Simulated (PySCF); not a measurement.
A GIAO shielding run with PySCF 2.14 (density fitting, non-relativistic, gas phase) on SMILES C=C1CCC[C@@H](C[SiH3])C1, C₈H₁₆Si:

```
$ OMP_NUM_THREADS=1 python probes_run.py task.json out

{"job": {"kind": "nmr", "xc": "KT2", "basis": "pcSseg-1", "pop": false}, "charge": 0, "multiplicity": 1}
C     -2.061623     1.518075     1.651942
C     -1.650749     0.782188     0.614339
C     -2.500146    -0.284019    -0.018300
C     -1.758826    -1.621597    -0.046804
C     -0.394136    -1.483069    -0.708845
C      0.469812    -0.415912    -0.034867
C      1.837236    -0.290595    -0.708080
Si     3.055229     0.911053     0.096225
C     -0.282328     0.922100     0.007335
H     -3.059049     1.389969     2.082412
H     -1.416053     2.277605     2.102440
H     -3.462885    -0.375822     0.507423
H     -2.726803     0.015158    -1.059338
H     -1.626503    -1.978769     0.989487
H     -2.364142    -2.382186    -0.565574
H      0.137450    -2.449348    -0.700458
H     -0.525250    -1.210836    -1.773308
H      0.627780    -0.731072     1.014250
H      2.329074    -1.278792    -0.733520
H      1.710923     0.009641    -1.764698
H      3.052535     0.737064     1.583431
H      4.436765     0.643988    -0.412113
H      2.724925     2.338519    -0.205217
H      0.297937     1.680491     0.557314
H     -0.383884     1.291013    -1.032032
```

Hardware: 1 thread of an Arm Neoverse V2, shared host. The job also computes ring-centre shieldings.

(1) How large is the calculation?

(2) How long does it take, and how much memory does it need?

(3) And these other runs on the same molecule and hardware: GIAO shielding at PBE0/pcSseg-1?

Answers

(1) 78 electrons, 240 basis functions and 1261 auxiliary functions.

(2) 72 s of wall time, with 16 SCF cycles; peak memory 0.98 GiB. Times on a shared host scatter by some tens of per cent.

(3) PBE0/pcSseg-1: 240 functions, 68 s.
